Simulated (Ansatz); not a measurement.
Compare A (`CC[Si]N`) with its isomer B (`C[SiH]1CN1`).

Program: Ansatz. Geometries: PBE0-D4/def2-TZVP. ΔE: electronic, gas phase. CBS: MP2 limit from def2 TZ/QZ plus the TZ coupled-cluster correction, frozen cores. Functionals use def2-TZVPP. B3LYP here is the variant with VWN-RPA as its local correlation; programs differ in this. One conformer a species, not always the lowest.

Which is lower in electronic energy at CCSD(T)/CBS, and by how much? (Best estimate.)

Ansatz gave: A, by 59.2 kJ/mol.

Give E(B) − E(A) in kJ/mol with r2SCAN-D4, PBE-D4, LDA (SPW92), ωB97M-V, CCSD(T)/def2-TZVPP, CCSD/def2-TZVPP, B3LYP. (Estimate.)

Computed: r2SCAN-D4 42.9, PBE-D4 53.3, LDA (SPW92) 51.5, ωB97M-V 60.4, CCSD(T)/def2-TZVPP 61.3, CCSD/def2-TZVPP 62.8, B3LYP 60.7. None reverses the order clearly.

Does the order hold for the free energy at 298.15 K (harmonic terms from PBE0-D4)? (Best estimate.)

The calculation gave: Yes: G(B) − G(A) = +50.5 kJ/mol, for one conformer each.

Largest T1 diagnostic: 0.013.

From BLYP to BHLYP (50 % exact exchange), in def2-TZVPP and without D4, E(B) − E(A) moves by −3.7 kJ/mol. At CCSD(T), def2-SVP lies +21.0 kJ/mol from the extrapolated value and def2-TZVPP +2.1 kJ/mol.
